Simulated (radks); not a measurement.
Values are calculated unless marked as measured or tabulated.
Species: Os4+. Configuration: [Xe] 4f14 5d4 (the NIST ground configuration).

Code: a radial shooting solver on a logarithmic mesh with Libxc functionals. Model: Dirac Kohn-Sham, LDA (Slater exchange, Perdew-Wang correlation), spin-unpolarised, spherical densities, finite nucleus; open shells fill j = l - 1/2 first; Fermi nuclear charge, rms radius 5.4126 fm.

Energy parts (Ry):
part                       energy
total                 -34530.5333
kinetic                39166.2174
electron-nucleus      -86280.8105
Hartree                13242.9280
exchange-correlation    -658.8682

Orbitals (lengths in bohr, moments of r in powers of bohr; r(max) is where P^2 peaks):
1s1/2: occ. 2; eigenvalue (Ry) -5418.348; r(max) 0.01104
2s1/2: occ. 2; eigenvalue (Ry) -945.9198; r(max) 0.06365
2p1/2: occ. 2; eigenvalue (Ry) -906.3132; r(max) 0.04711
2p3/2: occ. 4; eigenvalue (Ry) -793.8990; r(max) 0.05416
3s1/2: occ. 2; eigenvalue (Ry) -222.6527; r(max) 0.1792
3p1/2: occ. 2; eigenvalue (Ry) -204.8385; r(max) 0.1675
3p3/2: occ. 4; eigenvalue (Ry) -180.3300; r(max) 0.1819
3d3/2: occ. 4; eigenvalue (Ry) -150.2889; r(max) 0.1420
3d5/2: occ. 6; eigenvalue (Ry) -144.9748; r(max) 0.1460
4s1/2: occ. 2; eigenvalue (Ry) -49.57324; r(max) 0.4054
4p1/2: occ. 2; eigenvalue (Ry) -42.08949; r(max) 0.4043
4p3/2: occ. 4; eigenvalue (Ry) -36.31425; r(max) 0.4346
4d3/2: occ. 4; eigenvalue (Ry) -23.98680; r(max) 0.4294
4d5/2: occ. 6; eigenvalue (Ry) -22.91672; r(max) 0.4390
4f5/2: occ. 6; eigenvalue (Ry) -7.29158; r(max) 0.4024
4f7/2: occ. 8; eigenvalue (Ry) -7.08461; r(max) 0.4072
5s1/2: occ. 2; eigenvalue (Ry) -10.03774; r(max) 0.9125
5p1/2: occ. 2; eigenvalue (Ry) -7.69732; r(max) 0.9701
5p3/2: occ. 4; eigenvalue (Ry) -6.76176; r(max) 1.050
5d3/2: occ. 4; eigenvalue (Ry) -3.59845; r(max) 1.281
5d5/2: occ. 0; eigenvalue (Ry) -3.49510; r(max) 1.315

The highest occupied level is 5d3/2 at -48.959 eV. The density falls to 0.001 e/bohr^3 at r = 3.16 bohr.
